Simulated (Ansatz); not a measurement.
**Relaxing a trial structure of AgBGeHSi**

The starting geometry of this gas-phase doublet was optimised with GFN2-xTB.

```xyz
5

Ag   -0.7107   -3.6807    1.6310
B    -1.4582   -1.7258    1.4087
Ge    1.2675   -2.7997    0.5275
Si   -0.0383   -0.8200    0.5397
H    -2.5391   -1.4594    1.8019
```

Task: Where would you expect an optimisation with B3LYP-D3(BJ)/def2-SVP to take it?

Result: A new bond forms, giving a structure given below by its coordinates. Distances that change by over a tenth: Ag1–B2 (2.10 → 2.39 Å), Ag1–Ge3 (2.43 → 2.92 Å), Ag1–Si4 (3.13 → 2.62 Å). Contacts that close: B2–Ge3 (3.06 → 2.26 Å).

The energy falls by 0.70 eV over 20 steps:

| step | E − E(last) (eV) |
| --- | --- |
| 1 | 0.702 |
| 3 | 0.528 |
| 5 | 0.522 |
| 7 | 0.522 |
| 9 | 0.460 |
| 12 | 0.195 |
| 14 | 0.061 |
| 16 | 0.013 |
| 18 | 0.000 |
| 20 | 0.000 |

Final geometry (Å):

| atom | x (Å) | y (Å) | z (Å) |
| --- | --- | --- | --- |
| Ag | -1.1545 | -3.7891 | 0.5253 |
| B | -1.1372 | -1.6040 | 1.5048 |
| Ge | 1.0306 | -2.2128 | 1.6418 |
| Si | -0.3847 | -1.4014 | -0.2383 |
| H | -1.8329 | -1.4782 | 2.4752 |

Frequencies at the end are all real (lowest 67 cm⁻¹). Open shells are spin-unrestricted. Atoms past krypton carry core potentials, without spin–orbit terms. Run with Ansatz 0.2.0, 46 s on 2 threads of AMD EPYC 9R45 96-Core Processor (Zen 5) (shared host).
